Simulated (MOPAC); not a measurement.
Input for MOPAC: PM3 on CH5InO (SMILES [CH3][InH][OH]), a point of a torsion scan.

```
PM3 1SCF PRECISE CHARGE=0 THREADS=1
CH5InO

C     -1.41870227 1    -0.27229811 1     0.15396965 1
In     0.36906511 1     1.01310219 1     0.22999973 1
O      0.60899354 1     1.88791010 1    -1.49579079 1
H     -1.38633321 1    -0.73268813 1    -0.83051029 1
H     -2.29142358 1     0.37153762 1     0.22966224 1
H     -1.43361443 1    -1.02518948 1     0.93615803 1
H      1.57209064 1     1.42534266 1     1.41081225 1
H      1.31302548 1     2.50884178 1    -1.67038878 1
```

It printed:

```
*******************************************************************************
 **                                                                           **
 **                              MOPAC v23.2.5                                **
 **                                                                           **
 *******************************************************************************
 ** MOPAC's Digital Object Identifier: https://doi.org/10.5281/zenodo.6511958 **
 **                                                                           **
 ** Please cite the open-source release paper for use of this MOPAC version:  **
 ** J. E. Moussa and J. J. P. Stewart (2026)                                  **
 ** MOPAC: An open-source semiempirical molecular orbital program             **
 ** J. Open Source Softw., 11(119), 8025, https://doi.org/10.21105/joss.08025 **
 *******************************************************************************

                              PM3 CALCULATION RESULTS

 *******************************************************************************
 *  PM3        - The PM3 Hamiltonian to be used
 *
 *
 *
 *                 CHARGE ON SYSTEM = 0
 *
 *
 *
 *  PRECISE    - TIGHTER CRITERIA TO BE USED
 *  1SCF       - DO 1 SCF AND THEN STOP
 *  THREADS=1  - MULTI-THREADING NOT USED
 *  T=         - A TIME OF 172800.0 SECONDS REQUESTED
 *  DUMP=N     - RESTART FILE WRITTEN EVERY 7200.0 SECONDS REQUESTED
 *******************************************************************************
PM3 1SCF PRECISE CHARGE=0 THREADS=1
 CH5InO

   ATOM   CHEMICAL          X               Y               Z
  NUMBER   SYMBOL      (ANGSTROMS)     (ANGSTROMS)     (ANGSTROMS)

     1       C         -1.41870227  *  -0.27229811  *   0.15396965  *
     2      In          0.36906511  *   1.01310219  *   0.22999973  *
     3       O          0.60899354  *   1.88791010  *  -1.49579079  *
     4       H         -1.38633321  *  -0.73268813  *  -0.83051029  *
     5       H         -2.29142358  *   0.37153762  *   0.22966224  *
     6       H         -1.43361443  *  -1.02518948  *   0.93615803  *
     7       H          1.57209064  *   1.42534266  *   1.41081225  *
     8       H          1.31302548  *   2.50884178  *  -1.67038878  *



          CARTESIAN COORDINATES

    NO.       ATOM           X           Y           Z

     1         C         -1.4187     -0.2723      0.1540
     2        In          0.3691      1.0131      0.2300
     3         O          0.6090      1.8879     -1.4958
     4         H         -1.3863     -0.7327     -0.8305
     5         H         -2.2914      0.3715      0.2297
     6         H         -1.4336     -1.0252      0.9362
     7         H          1.5721      1.4253      1.4108
     8         H          1.3130      2.5088     -1.6704

  H: (PM3): J. J. P. STEWART, J. COMP. CHEM. 10, 209 (1989).
  C: (PM3): J. J. P. STEWART, J. COMP. CHEM. 10, 209 (1989).
  O: (PM3): J. J. P. STEWART, J. COMP. CHEM. 10, 209 (1989).
 In: (PM3): J. J. P. STEWART, J. COMP. CHEM. 12, 320-341 (1991).

           Empirical Formula: C H5 O In  =     8 atoms



      MOLECULAR POINT GROUP   :   C1


      RHF CALCULATION, NO. OF DOUBLY OCCUPIED LEVELS = 9


 -------------------------------------------------------------------------------
 PM3 1SCF PRECISE CHARGE=0 THREADS=1
 CH5InO



     1SCF WAS SPECIFIED, SO BFGS WAS NOT USED
     SCF FIELD WAS ACHIEVED


                              PM3 CALCULATION
                                                       MOPAC v23.2.5 Linux




          FINAL HEAT OF FORMATION =        -18.24600 KCAL/MOL =     -76.34126 KJ/MOL


          COSMO AREA              =        107.22 SQUARE ANGSTROMS
          COSMO VOLUME            =         89.52 CUBIC ANGSTROMS

          IONIZATION POTENTIAL    =         10.947313 EV
          HOMO LUMO ENERGIES (EV) =        -10.947 -2.309
          NO. OF FILLED LEVELS    =          9
          MOLECULAR WEIGHT        =        147.8699         POINT GROUP:  C1

          MOLECULAR DIMENSIONS (Angstroms)

            Atom       Atom       Distance
            H     8    H     6     5.17953
            H     7    H     4     3.84344
            H     5    H     4     1.62621


          SCF CALCULATIONS        =          1





   ATOM   CHEMICAL          X               Y               Z
  NUMBER   SYMBOL      (ANGSTROMS)     (ANGSTROMS)     (ANGSTROMS)

     1       C         -1.41870227  *  -0.27229811  *   0.15396965  *
     2      In          0.36906511  *   1.01310219  *   0.22999973  *
     3       O          0.60899354  *   1.88791010  *  -1.49579079  *
     4       H         -1.38633321  *  -0.73268813  *  -0.83051029  *
     5       H         -2.29142358  *   0.37153762  *   0.22966224  *
     6       H         -1.43361443  *  -1.02518948  *   0.93615803  *
     7       H          1.57209064  *   1.42534266  *   1.41081225  *
     8       H          1.31302548  *   2.50884178  *  -1.67038878  *

                             CARTESIAN COORDINATES

   1    C       -1.418702270    -0.272298110     0.153969650
   2   In        0.369065110     1.013102190     0.229999730
   3    O        0.608993540     1.887910100    -1.495790790
   4    H       -1.386333210    -0.732688130    -0.830510290
   5    H       -2.291423580     0.371537620     0.229662240
   6    H       -1.433614430    -1.025189480     0.936158030
   7    H        1.572090640     1.425342660     1.410812250
   8    H        1.313025480     2.508841780    -1.670388780


           Empirical Formula: C H5 O In  =     8 atoms



      MOLECULAR POINT GROUP   :   C1


                  EIGENVALUES
 -35.51166 -28.98913 -16.75883 -15.14820 -13.99726 -13.90003 -12.00366 -11.62766
 -10.94731  -2.30924  -0.17689   0.06032   1.51353   4.18603   4.43320   4.51869
   5.14698


              NET ATOMIC CHARGES AND DIPOLE CONTRIBUTIONS

  ATOM NO.   TYPE          CHARGE      No. of ELECS.   s-Pop       p-Pop
    1          C          -0.077325        4.0773     1.13661     2.94071
    2         In           0.064294        2.9357     1.18049     1.75522
    3          O          -0.433120        6.4331     1.74936     4.68376
    4          H           0.067227        0.9328     0.93277
    5          H           0.066783        0.9332     0.93322
    6          H           0.063195        0.9368     0.93680
    7          H           0.039611        0.9604     0.96039
    8          H           0.209335        0.7907     0.79067
 DIPOLE           X         Y         Z       TOTAL
 POINT-CHG.    -0.625    -1.148     1.804     2.228
 HYBRID         0.641     0.940    -1.099     1.582
 SUM            0.016    -0.208     0.705     0.735


          ATOMIC ORBITAL ELECTRON POPULATIONS

     Atom    s        px        py        pz
    1  C   1.13661   0.94191   0.97780   1.02100
    2 In   1.18049   0.70988   0.46972   0.57561
    3  O   1.74936   1.54096   1.54150   1.60129
    4  H   0.93277
    5  H   0.93322
    6  H   0.93680
    7  H   0.96039
    8  H   0.79067

 **********************
 *                    *
 * JOB ENDED NORMALLY *
 *                    *
 **********************




 == MOPAC DONE ==
```

The run finished.

Cost: about 0.010 core-seconds (a rough figure).
